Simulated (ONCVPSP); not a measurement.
chlorine: from the effect back to the setting (ONCV)

Base potential:

ONCVPSP 4.0.1 input, shortened (lines: element, Z, core and valence counts, functional; n l f; lmax; l rc ep ncon nbas qcut; lloc lpopt rc5 dvloc0; l nproj debl; icmod fcfact rcfact), PBEsol, scalar-relativistic:

```
  Cl 17.00    3    2  -116133      upf
    1    0    2.00
    2    0    2.00
    2    1    6.00
    3    0    2.00
    3    1    5.00
    2
    0    1.30    0.00    4    7    4.70
    1    1.20    0.00    4    8    6.60
    2    1.40    0.47    4    8    5.80
    4    3    0.95    0.00
    0    2    1.40
    1    3    1.20
    2    2    3.20
    3    4.50    1.05
```

Cutoffs, loose and tight: the cutoffs (Ha) at which the residual kinetic energy of the hardest occupied pseudo-wave falls to 1 and 0.1 mHa per electron. They do not see the model core or the augmentation charge, which bear on the density cutoff. Test errors are all-electron minus pseudo excitation energies from the reference, over the configurations 3s2 3p4; 3s2 3p3; 3s2 3p2; 3s2 3p4.5; variants that change the core or the reference have their own tests.

Only the qcut of the s channel is moved:

```tsv
qcut of the s channel (1/bohr)	cutoff, loose	cutoff, tight	bound ghosts	largest test error (meV)	median size of the test errors
2.8	63 Ha	75 Ha	p	+62	7.3 meV
3.3	62 Ha	74 Ha	p	+61	7.0 meV
5.4	17 Ha	56 Ha	p	+49	5.3 meV
5.7	16 Ha	48 Ha	p	+48	5.1 meV
6.3	17 Ha	21 Ha	p	+46	4.8 meV
6.9	17 Ha	21 Ha	p	+45	4.7 meV
```

Problem. One more run gave cutoff, loose: 57 Ha; cutoff, tight: 71 Ha; bound ghosts: p; largest test error (meV): +57; median size of the test errors: 6.4 meV. Which value of the qcut of the s channel was used?

Solution. 4 1/bohr. The median size of the test errors moves one way along this sweep, from 7.3 meV at 2.8 to 4.7 meV at 6.9 1/bohr, which places the run between 3.3 and 5.4 1/bohr.
